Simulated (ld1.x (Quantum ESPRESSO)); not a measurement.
**What one change does to a pseudopotential (S (Z = 16), TM)**

- Element: sulfur
- Generator: ld1.x (Quantum ESPRESSO) 7.5
- Type: norm-conserving Troullier–Martins (Kleinman–Bylander form)
- Functional: PW91
- Relativity: scalar-relativistic
- Frozen core: [Ne]
- Valence charge: 6
- Reference configuration: 3s2 3p4
- Partial waves: 3s (bound): rc 1.45 bohr; 3p (bound): rc 1.80 bohr; 3d channel at -0.1 Ry: rc 1.65 bohr
- Local potential: all-electron potential smoothed inside 1.40 bohr (lloc = -1)
- Core correction: none

All-electron outer shells of the reference configuration (PW91, scalar-relativistic, ld1.x):

```
shell  level (eV)  outermost node (bohr)  outermost maximum (bohr)
   2s     -211.79                   0.13                      0.39
   2p     -156.71                      –                      0.33
   3s      -17.30                   0.60                      1.40
   3p       -7.06                   0.58                      1.61
```

Change: local potential all-electron potential smoothed inside 0.94 bohr (lloc = -1).

Cutoffs: the cutoffs (Ry, on a coarse ladder) from which the occupation-weighted sum of valence levels, in a spherical-Bessel basis at the reference potential, stays within 10 and 1 mRy of its value at 400 Ry; they do not see the model core or the augmentation charge, which bear on the density cutoff. Errors are all-electron minus pseudo energies relative to the spin-unpolarised reference configuration.

Q: How do hardness, ghosts and transferability respond?

A: The potential gets softer (30 Ry and 60 Ry → 25 Ry and 35 Ry); a bound ghost appears in s, which as a rule spoils a file; the number of tests that count goes from 7 to 4; of the 4 tests that both files solve, the error grows in 3 and shrinks in 0 by more than 15 % and 0.3 meV (median size 0.7 → 1.9 meV); the range in which the s phases agree widens (upper end 2.5 → 4.3). In the separable form a ghost depends on how the local part lies against the semilocal potential of the channel, so the choice of the local part can create or remove one. That the errors move this way runs against the usual rule that smaller radii transfer better.

| quantity | base | changed |
| --- | --- | --- |
| cutoff, loose | 30 Ry | 25 Ry |
| cutoff, tight | 60 Ry | 35 Ry |
| bound ghosts | none | s |
| tests counted (converged, no solver errors) | 7 of 7 | 4 of 7 |
| error for 3s2 3p3, meV [ΔE 11.82 eV] | +3.5 | -9.9 |
| error for 3s2 3p4.3, meV [ΔE -1.72 eV] | +0.3 | +0.1 |
| error for 3s2 3p3.5, meV [ΔE 4.68 eV] | +0.4 | -1.3 |
| error for 3s1 3p5, meV [ΔE 10.31 eV] | +1.0 | -2.5 |
| s: phases at 1.96 bohr within 0.05 rad from the reference energy up to (Ry; the scan ends near 5) | 2.5 | 4.3 |
| p: phases at 1.96 bohr within 0.05 rad from the reference energy up to (Ry; the scan ends near 5) | 4.2 | 3.6 |
| d: phases at 1.96 bohr within 0.05 rad from the reference energy up to (Ry; the scan ends near 5) | to the end of the scan | to the end of the scan |

Base: ld1.x printed “convergence not achieved” for 7 of the counted tests; their residual had stalled under 1e-8, short of the target of 1e-14. Changed file: Tests not counted: 3s2 3p2 (solver errors, printed error -24.8 eV); 3s2 3p1 (solver errors, printed error -27.9 eV); 3s1 3p4 (solver errors, printed error -6.0 eV). ld1.x printed “convergence not achieved” for 4 of the counted tests; their residual had stalled under 1e-8, short of the target of 1e-14. A true bound ghost makes a file unfit for plane-wave use even where its test errors are small: the radial tests pick states by their node count and pass the ghost by. Where a test does run into it, the solver fails or the error is huge.
